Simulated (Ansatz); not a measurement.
Basis-set extrapolation for `C=C[Si](O)(Cl)Cl` (PBE0-D4/def2-TZVP geometry, frozen core, the Gaussian-basis code of Ansatz). Multiplicity 1, RHF reference.

```csv
,def2-TZVPP,def2-QZVPP
HF,-1361.120112,-1361.161759
MP2 correlation,-1.049215,-1.139185
CCSD(T) correlation,-1.149162,not run
```

Energies in hartree. Use E(X) = E(∞) + A·exp(−7.88·√X) for Hartree–Fock and E(X) = E(∞) + B·X^(−2.97) for correlation, with X = 3 and 4, and add CCSD(T) minus MP2 of the smaller set to the MP2 limit.

Task: What is the CCSD(T) energy at the basis-set limit?

Result: HF limit: -1361.161759 + (-0.041647) × 0.13774 = -1361.16750. MP2 limit: -1.139185 + (-0.089970) × 0.74074 = -1.20583. Higher-order term: -1.149162 − (-1.049215) = -0.09995. Total: -1362.47328 hartree, 535.6 kJ/mol below CCSD(T)/def2-TZVPP.
